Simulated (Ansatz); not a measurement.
Total energies of (ClBe-mu-Cl)2 (Be₂Cl₄) from Ansatz at r2SCAN-D4/def2-TZVPD, gas phase (1 Eh = 27.2114 eV = 2625.5 kJ/mol). The reference geometry is relaxed at PBE0-D4/def2-SVP.

| atom | x (Å) | y (Å) | z (Å) |
| --- | --- | --- | --- |
| Be1 | -0.9104 | 0.6579 | 0.6824 |
| Cl2 | -2.1801 | 1.5787 | 1.6367 |
| Cl3 | 0.2927 | -0.8793 | 1.2379 |
| Be4 | 0.9098 | -0.6584 | -0.6827 |
| Cl5 | 2.1826 | -1.5763 | -1.6356 |
| Cl6 | -0.2946 | 0.8774 | -1.2388 |

| state | geometry | energy (Eh) |
| --- | --- | --- |
| charge 0 singlet | reference | -1870.54154 |
| charge -1 doublet | reference | -1870.52888 |
| free Be atom (singlet) | – | -14.64790 |
| free Cl atom (doublet) | – | -460.11735 |

(1) Work out the vertical electron affinity, to the doublet.

(2) What is the binding energy per atom against free atoms?

(1) E(charge 0 singlet) − E(charge -1 doublet) = -1870.54154 − (-1870.52888) = -0.01266 Eh = -0.34 eV; negative, so the extra electron isn't bound.

(2) Atoms: 2 × (-14.64790) + 4 × (-460.11735) = -1869.76520 Eh. Binding: -1869.76520 − (-1870.54154) = 0.77634 Eh = 21.13 eV, or 3.52 eV for each of 6 atoms (no zero-point energy, no counterpoise term).

At r2SCAN-D4/def2-TZVPD the highest occupied level of the charge -1 doublet lies above zero (up to 1.60 eV). By energy differences it is unbound by 0.34 eV (vertical, against the charge 0 singlet, at r2SCAN-D4/def2-TZVPD) and held by the finite basis.
